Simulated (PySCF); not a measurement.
SbH₅ + AsH₃ → SbH₃ + AsH₅

Level: PBE0 in the def2-TZVP basis family, computed in PySCF with density fitting; scalar-relativistic core potentials for atoms from Rb on, none lighter, no spin–orbit coupling; open shells unrestricted.

| species | state and structure | ZPE (kJ/mol) | H(298 K) − H(0) (kJ/mol) | S° (J/(mol K)) |
| --- | --- | --- | --- | --- |
| SbH₅ | singlet, D3h, Sb–H 1.710 Å (×3), Sb–H 1.771 Å (×2) | 88.1 | 12.0 | 241.2 |
| AsH₃ | singlet, C3v, As–H 1.522 Å (×3); H–As–H 92.0° (×3) | 57.6 | 10.2 | 222.9 |
| SbH₃ | singlet, C3v, Sb–H 1.708 Å (×3); H–Sb–H 91.4° (×3) | 50.3 | 10.5 | 232.7 |
| AsH₅ | singlet, D3h, As–H 1.529 Å (×3), As–H 1.604 Å (×2) | 98.8 | 11.5 | 230.3 |

(1) Is the gas-phase reaction uphill or downhill in electronic energy at this level, and by how much?

(2) Add zero-point, thermal and entropy terms for 298.15 K and 1 bar.

Results:

(1) At PBE0/def2-TZVP, ΔE = 9.1 kJ/mol, uphill. 

(2) ΔZPE = 3.4 and Δ[H(298) − H(0)] = -0.2 kJ/mol give ΔH° = 12.3 kJ/mol. ΔS° = -1.1 J/(mol K), so ΔG° = 12.3 − 298.15 × (-0.0011) = 13 kJ/mol and log₁₀K = -2.2.

The structures come from searches over a few start shapes, so lower isomers are not excluded.
